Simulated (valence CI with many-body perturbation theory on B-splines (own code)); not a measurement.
Basis-set convergence for Pr26+

Calculated by relativistic CI+MBPT: five valence electrons over a frozen Dirac-Fock core [Ar] 3d10, radial functions for each j: 9 s, 9 p, 8 d, 6 f, 3 g, 1 h, with the one-electron correlation potential Σ1, the two-electron term Σ2, the three-electron term Σ3, Breit, model QED; selected CI, second order for the rest, scaled by the run's own slope (own B-spline code, finite nucleus).

No measured spectrum was set against this ion. As an estimate, large intervals hold to a few tenths of a per cent, small ones and those within an open d or f shell to about a per cent. Among the levels kept, up to 810 cm⁻¹ of a level comes from second order outside the variational space, and about a tenth of that is noise between levels of different J, which matters for small intervals.

The reference run has the lowest level (4s^2 4p1/2^2 4p3/2) J=3/2 and an ionisation energy of 920.982 eV. Its largest variational space holds 20000 state functions.

Levels are named by their leading jj configuration (3d3/2^4 stands for four electrons in 3d with j = 3/2), which in mixed levels can hold well under half, so a name can repeat and another be missing.

Changed runs:
A. basis 6 s, 6 p, 5 d, 3 f, 1 g
B. basis 5 s, 5 p, 4 d, 2 f

Excitation energies of the reference run in cm⁻¹, and shifts in cm⁻¹:

```
                     Level  Reference       A       B
(4s^2 4p1/2 4p3/2^2) J=3/2     189005     -91    -272
(4s^2 4p1/2 4p3/2^2) J=5/2     219312     +35    +260
(4s^2 4p1/2 4p3/2^2) J=1/2     258022     +96    +527
      (4s^2 4p3/2^3) J=3/2     450939    +7.3    +255
(4s 4p1/2^2 4p3/2^2) J=5/2     678918    -144    -507
(4s 4p1/2^2 4p3/2^2) J=3/2     752126     -59    -137
(4s 4p1/2^2 4p3/2^2) J=1/2     764869    -5.0     +84
(4s^2 4p1/2^2 4d3/2) J=3/2     839018    +138    +745
  (4s 4p1/2 4p3/2^3) J=3/2     898192    -109    -251
(4s^2 4p1/2^2 4d5/2) J=5/2     899825    +161    +881
  (4s 4p1/2 4p3/2^3) J=5/2     934109     -59     -82
  (4s 4p1/2 4p3/2^3) J=1/2     972338     -65     -54
    Ionisation energy (eV)    920.982  -0.046  -0.182
```
